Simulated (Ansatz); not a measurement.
`O=CF` + `[SiH3]C=S` → `O=CC([SiH3])=S` + H–F  (formal exchange of groups at a C–F bond)

Gas-phase electronic energies from Ansatz, PBE0-D4/def2-TZVP geometries. CBS: MP2 limit from def2 TZ/QZ plus the TZ coupled-cluster correction, frozen cores. This one scheme is used for every species. Functionals use def2-TZVPP. B3LYP here is the variant with VWN-RPA as its local correlation; programs differ in this. Each species was taken in one conformer, which may not be the lowest.

```
             level  ΔE (eV)
          B3LYP-D4     0.05
              PBE0     0.09
SCS-MP2/def2-QZVPP    -0.07
     MP2/CBS(def2)    -0.16
```

(1) What does CCSD(T)/CBS give? (Best estimate.)

Largest T1 diagnostic among the species: 0.016.

Results:

(1) Computed: -0.08 eV. The listed levels differ from it by 0.13, 0.17, 0.01, -0.08 eV.

The D4 term adds −0.11 eV with B3LYP and −0.06 eV with PBE0; it sums over pairs of atoms, weighted by their polarisabilities, and B3LYP, whose exchange is more repulsive, gets the larger term. From PBE to PBE0 (25 % exact exchange), in def2-TZVPP and without D4, ΔE moves by −0.04 eV.
